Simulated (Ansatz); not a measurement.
Geometry optimisation, Ansatz 0.2.0, DFT LDA, scalar-relativistic, plane waves, PAW.

The input (input.yaml):

```yaml
accuracy: low
crystal:
  lattice:
    - [5.76, 0.0, 0.0]
    - [0.0, 5.76, 0.0]
    - [0.0, 0.0, 16.32]
  atoms:
    - { symbol: Cr, position: [0.25, 0.25, 0.0612745], spin: 1.5 }
    - { symbol: Cr, position: [0.75, 0.25, 0.0612745], spin: 1.5 }
    - { symbol: Cr, position: [0.25, 0.75, 0.0612745], spin: 1.5 }
    - { symbol: Cr, position: [0.75, 0.75, 0.0612745], spin: 1.5 }
    - { symbol: Cr, position: [0.0, 0.0, 0.1495098], spin: 1.5 }
    - { symbol: Cr, position: [0.5, 0.0, 0.1495098], spin: 1.5 }
    - { symbol: Cr, position: [0.0, 0.5, 0.1495098], spin: 1.5 }
    - { symbol: Cr, position: [0.5, 0.5, 0.1495098], spin: 1.5 }
    - { symbol: Cr, position: [0.25, 0.25, 0.2377451], spin: 1.5 }
    - { symbol: Cr, position: [0.75, 0.25, 0.2377451], spin: 1.5 }
    - { symbol: Cr, position: [0.25, 0.75, 0.2377451], spin: 1.5 }
    - { symbol: Cr, position: [0.75, 0.75, 0.2377451], spin: 1.5 }
    - { symbol: Cr, position: [0.0, 0.0, 0.3259804], spin: 1.5 }
    - { symbol: Cr, position: [0.5, 0.0, 0.3259804], spin: 1.5 }
    - { symbol: Cr, position: [0.0, 0.5, 0.3259804], spin: 1.5 }
    - { symbol: Cr, position: [0.5, 0.5, 0.3259804], spin: 1.5 }
    - { symbol: Fe, position: [0.6778003, 0.8463685, 0.4742647], spin: 1.0 }
magnetization:
  spin_polarized: true
basis:
  ecutwfc: 420.0
kpoints:
  mp_grid: { grid: [2, 2, 1] }
hamiltonian:
  xc: lda
scf:
  occupations: { method: fermi_dirac, width: 0.05 }
  lower_state_search: "off"
relax:
  f_tol: 0.08
  max_steps: 25
  adjacent_minimum: "off"
  constraints: [{ sites: [0, 1, 2, 3] }]
```

Run as:

```bash
$ ansatz run input.yaml --threads 4 --pin off --max-ram 10240MiB --backend cpu --events-out ev --progress --plain --runs-dir out
```

Problem. Where does it end, and by what steps?

Solution. The forces met the threshold. Limits of this set-up: coarse k mesh, thin slab, slab without dipole correction, a typed lattice constant that wasn't relaxed here, low accuracy level. After 11 steps the energy has fallen by 6.900 eV; Fe17 moved furthest, 1.90 Å. Joined: Cr12–Fe17 (3.92 → 2.41 Å), Cr15–Fe17 (3.64 → 2.30 Å).

```
step  energy less start (eV)  largest force component (eV/Å)  accepted
   0                  0.0000                           3.188       yes
   1                 -3.1206                           2.558       yes
   2                 -3.8505                           2.562       yes
   3                 -4.4993                           2.430       yes
   4                 -5.0650                           2.173       yes
   5                 -5.5682                           1.755       yes
   6                 -5.9992                           1.204       yes
   7                 -6.3698                           0.928       yes
   8                 -6.6355                           0.456       yes
   9                 -6.8122                           0.279       yes
  10                 -6.8859                           0.159       yes
  11                 -6.8998                           0.039       yes
```

```xyz
17
Lattice="5.7600 0.0000 0.0000 0.0000 5.7600 0.0000 0.0000 0.0000 16.3200" Properties=species:S:1:pos:R:3
Cr 1.440 1.440 1.000
Cr 4.320 1.440 1.000
Cr 1.440 4.320 1.000
Cr 4.320 4.320 1.000
Cr 0.011 -0.002 2.150
Cr 2.880 0.000 2.153
Cr 0.011 2.869 2.150
Cr 2.883 2.870 2.150
Cr 1.450 1.432 3.753
Cr 4.331 1.430 3.675
Cr 1.450 4.311 3.675
Cr 4.328 4.312 3.563
Cr -0.007 -0.023 4.860
Cr 2.907 -0.025 4.860
Cr -0.010 2.891 4.859
Cr 2.904 2.889 4.859
Fe 4.327 4.315 5.978
```

Whether the end is a true minimum wasn't checked by a vibrational analysis.

The run took 10 min on 4 threads of Intel(R) Xeon(R) Platinum 8375C CPU @ 2.90GHz (Ice Lake) (shared host), peak memory 2.9 GiB.
